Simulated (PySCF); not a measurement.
**Correlation energy of Kr (krypton, neutral)**

[Kr], closed-shell 1S. Calculation: PySCF 2.14, in ANO-RCC-VTZP; the spin-free X2C one-electron Hamiltonian (Gaussian nucleus). Frozen: [Ar] 3d10; 8 electrons correlated.

```
  level  correlation energy (mhartree)
   CCSD                        -189.04
    (T)                          -5.56
CCSD(T)                        -194.60
  CCSDT                        -194.98
```

Diagnostics: T1 = 0.0021, D1 = 0.0054, largest double amplitude 0.046.

**Question.** Is a single reference adequate?

**Answer.** Yes, within this model without spin-orbit coupling: T1 lies below 0.03 and no double amplitude reaches 0.07.
